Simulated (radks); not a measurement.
Results of a calculation; reference values are marked as such.
Excited configurations of Kr11+: one electron is placed in a higher orbital outside [Ar] 3d6. The ground configuration is [Ar] 3d7. Code: a radial shooting solver on a logarithmic mesh with Libxc functionals. Model: Dirac Kohn-Sham, PBE, spin-unpolarised, spherical densities, point nucleus; open shells fill j = l - 1/2 first. Excitation = E - E(ground); binding = E(ion) - E, where the ion is the core of charge +12; n* = 12/sqrt(2 binding) in atomic units. These energies are relativistic, and a one-electron ion of charge +12 with no core already has n* below n in this formula (Dirac formula, point nucleus: 5s1/2 4.997, 5p1/2 4.997, 5d3/2 4.999, 6d3/2 5.999, 6f5/2 5.999). The quantum defect is therefore taken as that value minus n*, so that it holds no relativistic shift of the bare ion.

| outer orbital | excitation (eV) | binding (eV) | quantum defect | eigenvalue (eV) |
|---|---|---|---|---|
| 5s1/2 | 229.79 | 123.06 | 1.007 | -118.40 |
| 5p1/2 | 239.03 | 113.81 | 0.848 | -109.33 |
| 5d3/2 | 254.90 | 97.944 | 0.526 | -93.786 |
| 6d3/2 | 287.31 | 65.533 | 0.531 | -63.013 |
| 6f5/2 | 295.04 | 57.803 | 0.177 | -55.411 |

The Delta-SCF ionisation energy is 352.84 eV (NIST Atomic Spectra Database: 350 eV, theoretical). Self-interaction in the functional shifts the binding energies and quantum defects, so they are the method's values and not measured ones. Spin polarisation and multiplet splitting are left out, so open shells lie too high by an amount that depends on their filling.

Beside tabulated values, note that spin-unpolarised runs miss the spin-polarisation part of the exchange energy of open shells.
